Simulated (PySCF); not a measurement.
C₃H₄F₂O₂, SMILES FC1(F)COCO1. Geometry optimised at PBE-D3(BJ)/def2-SVP. Other conformers were not sampled.

**Question.** Give the equilibrium geometry at PBE-D3(BJ)/def2-SVP (PySCF confirms it by a frequency run) as a Z-matrix. (An estimate is asked for; the answer gives what the named calculation found.)

**Answer.** Several could match; the one computed here: 
```
C
F 1 1.3604
F 1 1.3653 2 106.07
O 1 1.3765 2 109.52 3 -119.98
C 4 1.4330 1 107.43 2 -126.81
O 5 1.4011 4 106.42 1 26.27
H 5 1.1079 6 109.77 4 -118.13
C 6 1.4157 5 103.90 7 -155.89
H 8 1.1053 6 109.95 5 153.64
H 8 1.1163 9 110.16 6 -124.53
H 5 1.1206 7 110.52 6 123.81
```
Charge 0, spin multiplicity 1.
